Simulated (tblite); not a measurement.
C₅H₁₁BrSi₂.
Atom-mapped SMILES: `[SiH3:1][CH2:2][CH2:3][C:4]1=[CH:5][SiH2:6][C@H:7]1[Br:8]` (hydrogens: H9, H10, H11 on Si1; H12, H13 on C2; H14, H15 on C3; H16 on C5; H17, H18 on Si6; H19 on C7)

Computed with GFN2-xTB (tblite), gas phase: L-BFGS steps from a force-field or distance-geometry start until the largest atomic force falls under 0.01 eV/Å.

Step 59: E = -647.6202 eV
```
atom  x, y, z in Å  |  force x, y, z in eV/Å
Si1     3.2949   -0.0484   -0.5888   -0.029   0.000   0.012
C2      1.6094   -0.3897    0.2305   -0.031   0.000  -0.018
C3      0.4668    0.2054   -0.5864   -0.017  -0.009  -0.007
C4     -0.8903   -0.0173   -0.0279    0.000   0.040   0.019
C5     -1.3394   -0.4786    1.1522   -0.009   0.032   0.021
Si6    -3.1597   -0.1389    0.8060    0.015  -0.032   0.018
C7     -2.1462    0.3066   -0.7862    0.014   0.021   0.001
Br8    -2.2212    2.1717   -1.4322   -0.005  -0.008   0.020
H9      3.6774    1.3436   -0.3520   -0.002   0.019  -0.002
H10     3.1484   -0.2739   -2.0298    0.051  -0.025   0.012
H11     4.3035   -0.9485   -0.0294   -0.005  -0.001   0.002
H12     1.5798    0.0273    1.2388    0.020  -0.010  -0.009
H13     1.4497   -1.4652    0.3328   -0.013  -0.001   0.000
H14     0.4817   -0.1993   -1.6046    0.030   0.011  -0.011
H15     0.6071    1.2896   -0.6806    0.004  -0.021  -0.022
H16    -0.7455   -0.8682    1.9627   -0.006   0.004  -0.019
H17    -4.1052   -1.2380    0.6294    0.005  -0.002   0.009
H18    -3.7479    1.0267    1.4582    0.011  -0.028  -0.025
H19    -2.2730   -0.2958   -1.6848   -0.032   0.014  -0.002
```

Step 60: E = -647.6209 eV
```
atom  x, y, z in Å  |  force x, y, z in eV/Å
Si1     3.2935   -0.0478   -0.5897   -0.012  -0.006   0.027
C2      1.6085   -0.3934    0.2294   -0.017  -0.004  -0.001
C3      0.4664    0.2066   -0.5848    0.011  -0.013  -0.008
C4     -0.8905   -0.0145   -0.0269    0.012   0.014  -0.001
C5     -1.3397   -0.4793    1.1513   -0.016   0.030   0.038
Si6    -3.1592   -0.1372    0.8035   -0.008  -0.051   0.058
C7     -2.1459    0.3079   -0.7857    0.006   0.049  -0.017
Br8    -2.2256    2.1728   -1.4308    0.000   0.006   0.017
H9      3.6701    1.3483   -0.3646   -0.011   0.012  -0.003
H10     3.1525   -0.2881   -2.0286    0.048  -0.023   0.010
H11     4.3081   -0.9355   -0.0197   -0.016   0.003  -0.002
H12     1.5797    0.0179    1.2403    0.020  -0.002  -0.015
H13     1.4497   -1.4696    0.3282   -0.017   0.004  -0.011
H14     0.4825   -0.1956   -1.6040    0.018   0.019  -0.011
H15     0.6106    1.2905   -0.6742   -0.001  -0.016  -0.031
H16    -0.7466   -0.8718    1.9609   -0.005   0.009  -0.018
H17    -4.1039   -1.2374    0.6303    0.002  -0.001   0.005
H18    -3.7461    1.0280    1.4573    0.009  -0.026  -0.026
H19    -2.2739   -0.2926   -1.6847   -0.023  -0.003  -0.010
```

Problem. Estimate the geometry and energy of step 61. (The exact step hangs on the optimiser's Hessian estimate; all steps are aligned on step 60, rigid shifts and turns removed.)

Solution. E = -647.6215 eV, largest force 0.094 eV/Å
```
atom  x, y, z in Å  |  force x, y, z in eV/Å
Si1     3.2921   -0.0474   -0.5895    0.002  -0.009   0.030
C2      1.6071   -0.3957    0.2282    0.004  -0.009   0.015
C3      0.4659    0.2072   -0.5844    0.030  -0.011  -0.008
C4     -0.8908   -0.0112   -0.0261    0.016  -0.012  -0.023
C5     -1.3399   -0.4782    1.1512   -0.010   0.024   0.037
Si6    -3.1586   -0.1371    0.8024   -0.023  -0.054   0.073
C7     -2.1459    0.3097   -0.7854   -0.011   0.054  -0.020
Br8    -2.2306    2.1740   -1.4287    0.005   0.023   0.012
H9      3.6665    1.3504   -0.3719   -0.019   0.014  -0.002
H10     3.1581   -0.2978   -2.0269    0.040  -0.022   0.001
H11     4.3102   -0.9270   -0.0135   -0.016  -0.003   0.003
H12     1.5796    0.0114    1.2407    0.016   0.010  -0.012
H13     1.4491   -1.4720    0.3253   -0.021  -0.001  -0.021
H14     0.4835   -0.1941   -1.6039    0.003   0.022  -0.011
H15     0.6136    1.2905   -0.6719   -0.006  -0.004  -0.036
H16    -0.7468   -0.8737    1.9592   -0.001   0.013  -0.010
H17    -4.1020   -1.2381    0.6319   -0.003  -0.006   0.001
H18    -3.7452    1.0278    1.4558    0.003  -0.017  -0.021
H19    -2.2758   -0.2895   -1.6848   -0.009  -0.011  -0.009
```

The energy changes by -0.0006 eV. The first-order estimate −F·Δx gives -0.0009 eV and the mean of the old and new forces, exact on a quadratic surface, -0.0006 eV. The step makes an angle of 75° with the force vector and moves no atom by more than 0.011 Å.

The cost below is that of the whole relaxation. Time: 2.1 s of wall time. Hardware: Arm Neoverse N1, one thread (shared host).
